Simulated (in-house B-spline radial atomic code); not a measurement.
# Ionising Pt+ with different functionals

Computed with a radial B-spline atomic code at the basis-set limit: scalar-relativistic (spin-free X2C) Hamiltonian, Fermi nucleus of rms radius 5.427 fm, spin-polarised at highest spin, spherical fractional occupations for the functionals, the average over the highest-spin determinants for Hartree-Fock. The ionisation energy is the difference of two self-consistent energies, [Xe] 4f14 5d9 → [Xe] 4f14 5d8, without Breit or QED terms; ε is the level of the shell that loses the electron (its least bound occupied spin orbital). There is no spin-orbit coupling in this Hamiltonian.

Hybrids are left out here: with spherical fractional occupations of an open shell their exact exchange keeps a self-interaction that integer-occupation calculations don't have.

```tsv
method	rung	ΔSCF (eV)	-ε(5d) (eV)
Hartree-Fock	Hartree-Fock	17.32	18.91
LDA VWN5	LDA	19.78	14.30
LDA PW92	LDA	19.78	14.29
LDA exchange-only	LDA	18.25	12.88
PBE	GGA	19.42	13.96
PBEsol	GGA	19.46	14.00
BLYP	GGA	?	?
RPBE	GGA	19.32	13.87
PW91	GGA	19.51	14.04
BP86	GGA	19.57	14.11
AM05	GGA	19.46	13.98
OLYP	GGA	19.32	13.84
TPSS	meta-GGA	19.30	13.84
SCAN	meta-GGA	19.40	13.99
r2SCAN	meta-GGA	19.38	13.95
revTPSS	meta-GGA	?	?
```

What does revTPSS give?

ΔSCF 19.27 eV, and -ε(5d) = 13.82 eV.

What does BLYP give?

ΔSCF 19.37 eV, and -ε(5d) = 13.91 eV.

How do they compare with the NIST value?

NIST lists 18.6 eV ± 0.12 (measured, ground level to ground level). Errors run from -1.24 to +1.22 eV. The correlated functionals all miss on the same side by more than they spread, so the cause is common to them (spin-orbit coupling, Breit-QED terms, multiplet and fine-structure energies, or a listed next ion that isn't the cheapest removal here) and closeness doesn't rank the functionals. Hartree-Fock also lacks correlation.
